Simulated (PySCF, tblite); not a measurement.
Isomers of C3H10F2OSi2, one GFN2-xTB conformer each. Single-point energies are computed at PBE0/pcSseg-1 (PySCF, gas phase, no added dispersion term), electronic only.

```json
{"SMILES": "CCO[Si](F)(F)C[SiH3]", "GFN2-xTB relative energy (kcal/mol)": "0.0"}
{"SMILES": "FCC[C@H]([SiH3])O[SiH2]F", "GFN2-xTB relative energy (kcal/mol)": "27.9"}
```

Conformers: `[CH3:1][CH2:2][O:3][Si:4]([F:5])([F:6])[CH2:7][SiH3:8]` with C1–C2–O3–Si4 180°, C2–O3–Si4–F5 55°, O3–Si4–C7–Si8 180°; `[F:1][CH2:2][CH2:3][C@H:4]([SiH3:5])[O:6][SiH2:7][F:8]` with F1–C2–C3–C4 65°, C2–C3–C4–Si5 -164°, C3–C4–O6–Si7 -60°, C4–O6–Si7–F8 74°.

Question: What does PBE0/pcSseg-1 give for the same structures?

Answer: 
| SMILES | PBE0/pcSseg-1 E (Eh) | PBE0/pcSseg-1 (kcal/mol) | GFN2-xTB (kcal/mol) | point group |
| --- | --- | --- | --- | --- |
| CCO[Si](F)(F)C[SiH3] | -973.69718 | 0.0 | 0.0 | Cs |
| FCC[C@H]([SiH3])O[SiH2]F | -973.58140 | 72.7 | 27.9 | C1 |

Both levels put the same isomer lowest. 

Question: Which frontier levels, dipoles and rotational constants go with these structures?

Answer: 
```csv
SMILES,"HOMO (eV, PBE0/pcSseg-1)",LUMO (eV),dipole (D),"A, B, C (MHz)"
CCO[Si](F)(F)C[SiH3],-8.87,0.64,2.22,"2895, 672.2, 633.6"
FCC[C@H]([SiH3])O[SiH2]F,-8.14,0.56,0.64,"1331, 1055, 669.4"
```

Question: What happens when harmonic zero-point energies from GFN2-xTB frequencies are added?

Answer: 
```tsv
SMILES	ZPE (kcal/mol)	electronic (kcal/mol)	with ZPE (kcal/mol)
CCO[Si](F)(F)C[SiH3]	79.2	0.0	0.0
FCC[C@H]([SiH3])O[SiH2]F	76.8	72.7	70.2
```

The zero-point energies span 2.4 kcal/mol. The order is unchanged.
